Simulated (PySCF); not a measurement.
Species: C₅H₈Se.
Z-matrix (Å and degrees, PBE0-D3(BJ)/def2-SVP geometry), rows numbered from 1:
```
C 
C   1  1.5238
C   2  1.5085  1  114.22
C   3  1.3363  2  116.74  1   147.38
Se  4  1.8964  3  114.44  2    -2.96
C   2  1.5320  1  112.07  3   122.26
H   1  1.1009  2  111.07  3    59.74
H   1  1.1008  2  111.21  3   179.55
H   1  1.1016  2  110.84  3   -60.19
H   2  1.1099  1  108.18  3  -118.66
H   3  1.0942  2  120.79  1   -37.11
H   4  1.0918  3  125.92  2   175.44
H   6  1.0982  2  112.96  1    83.05
H   6  1.1016  2  110.72  1   -39.51
```

All values: wB97X-D/def2-SVPD (PySCF, non-relativistic), on one gas-phase PBE0-D3(BJ)/def2-SVP geometry that isn't relaxed in the solvent. The solvent is an IEF-PCM continuum (cavity from Bondi-type radii × 1.2), and excitations are vertical TDDFT with non-equilibrium linear response and a frozen core. Specific hydrogen bonds and non-electrostatic terms are outside this model. Spin–orbit coupling is left out although an atom past zinc is present.

```tsv
run	E − E(gas) (kcal/mol)	HOMO (eV)	HOMO–LUMO gap (eV)	dipole (D)	lowest singlet (eV)	static polarisability (au)
gas	0.00	-7.54	9.02	1.72	4.24	85.2
P	-2.39	-7.60	9.11	2.26	4.30	109.7
Q	-3.35	-7.65	9.14	2.48	4.34	121.8
```

The runs were made in chloroform and methanol. Which run belongs to which solvent?

P = chloroform, Q = methanol. The dielectric constants are 4.711 (chloroform), 32.61 (methanol), and the energy falls further as ε rises. The optical constants n² used for the excitations are 2.09, 1.77 in the same order. In this model the ground state sees the solvent through ε alone.

How constant is the ratio of the lowering to (ε − 1)/(2ε + 1)?

```json
{"solvent": "chloroform", "(ε − 1)/(2ε + 1)": "0.356", "E − E(gas) (kcal/mol)": "-2.39", "ratio (kcal/mol)": "-6.7", "polarisation term (kcal/mol)": "-2.67"}
{"solvent": "methanol", "(ε − 1)/(2ε + 1)": "0.477", "E − E(gas) (kcal/mol)": "-3.35", "ratio (kcal/mol)": "-7.0", "polarisation term (kcal/mol)": "-3.90"}
```

The ratio changes by +4.3 % in size from chloroform to methanol. The polarisation term is half the interaction of the solute with the induced surface charges.

Time: 36 s wall. Hardware: Arm Neoverse V2, one thread, on a shared host. This is the whole response run at wB97X-D/def2-SVPD in methanol, SCF included.

wB97X-D is run here without its empirical dispersion term; that term would change no orbital, density or response property at a fixed geometry.
